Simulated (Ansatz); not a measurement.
Born–Oppenheimer molecular dynamics of CH6AlF2N (11 atoms, charge 0, multiplicity 1). It starts at the highest image of a converged band, a first-order saddle point between two minima.

Computed with RKS PBE/def2-SVP in Ansatz 0.2.0.

```json
{
 "ensemble": "NVE (velocity Verlet)",
 "time step": "0.5 fs",
 "steps asked": "200",
 "starting velocities drawn for": "100 K",
 "seed": "2641"
}
```

First frame:

```xyz
11
Properties=species:S:1:pos:R:3
Al -0.977 0.676 0.915
H 0.226 2.022 0.658
F -2.233 0.910 -0.169
F -1.264 0.555 2.560
H 0.655 1.183 0.353
N 0.472 -0.300 0.228
C 0.509 -0.942 -1.088
H 1.084 -0.772 0.907
H 0.084 -1.970 -1.071
H -0.098 -0.353 -1.805
H 1.542 -1.007 -1.488
```

(1) How far do the bonds stretch over the last three quarters of this one trajectory? (Pairs bonded in most of those frames.)

Results:

(1) 
```json
{"bond": "Al1–H2", "mean (Å)": "1.604", "spread (Å)": "0.073", "shortest": "1.49", "longest": "1.72"}
{"bond": "Al1–F3", "mean (Å)": "1.702", "spread (Å)": "0.035", "shortest": "1.63", "longest": "1.75"}
{"bond": "Al1–F4", "mean (Å)": "1.708", "spread (Å)": "0.026", "shortest": "1.66", "longest": "1.74"}
{"bond": "Al1–N6", "mean (Å)": "2.301", "spread (Å)": "0.178", "shortest": "1.91", "longest": "2.52"}
{"bond": "H5–N6", "mean (Å)": "1.044", "spread (Å)": "0.068", "shortest": "0.94", "longest": "1.16"}
{"bond": "N6–C7", "mean (Å)": "1.496", "spread (Å)": "0.033", "shortest": "1.44", "longest": "1.55"}
{"bond": "N6–H8", "mean (Å)": "1.037", "spread (Å)": "0.033", "shortest": "0.98", "longest": "1.10"}
{"bond": "C7–H9", "mean (Å)": "1.107", "spread (Å)": "0.004", "shortest": "1.10", "longest": "1.12"}
{"bond": "C7–H10", "mean (Å)": "1.108", "spread (Å)": "0.018", "shortest": "1.08", "longest": "1.14"}
{"bond": "C7–H11", "mean (Å)": "1.109", "spread (Å)": "0.011", "shortest": "1.09", "longest": "1.13"}
```

Mean temperature of the second half: 567 K. The conserved energy stayed within 0.36 meV per atom of its start (net change -0.063 meV per atom), so the integration is sound. The kinetic energy rose, since the run started high on the potential surface and went downhill. A run of 0.1 ps of so small a system gives no equilibrium averages. The orbitals stay closed-shell, which can raise the energy where a bond breaks towards radicals; this wasn't checked here.

Time of the run: 4.4 min on 2 threads of AMD EPYC 7R43 64-Core Processor (Zen 3) (shared host), peak memory 0.16 GiB.
